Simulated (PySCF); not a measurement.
Molecule: sum formula Si$_{2}$HCl$_{4}$, charge 0, multiplicity 2. It need not be the lowest isomer of its formula. SMILES: Cl[Si](Cl)[SiH](Cl)Cl
Structure (B3LYP-D3(BJ)/def2-TZVP (Ansatz) minimum search):
```
Si
H 1 1.4752
Cl 1 2.0538 2 108.39
Cl 1 2.0538 2 108.39 3 119.85
Si 1 2.3611 2 114.58 3 -120.07
Cl 5 2.0700 1 107.47 2 58.60
Cl 5 2.0700 6 109.02 1 116.18
```
Charge 0, spin multiplicity 2.

Dispersion corrections to the total energy (kcal/mol) from the dftd3 and dftd4 libraries through PySCF: D3(BJ) without and D4 with the three-body term, each with the damping fitted for the functional named.

```csv
functional,D3(BJ),D4
BP86,?,-12.40
PBE0,-7.54,-7.37
TPSS,?,-11.37
TPSSh,-10.16,-10.33
B2GP-PLYP,-9.20,-3.79
PW6B95,-5.88,?
BLYP,-18.39,-17.72
```

Q: Complete the blanks.

A: 
- BP86, D3(BJ): -15.80
- TPSS, D3(BJ): -10.64
- PW6B95, D4: -6.53
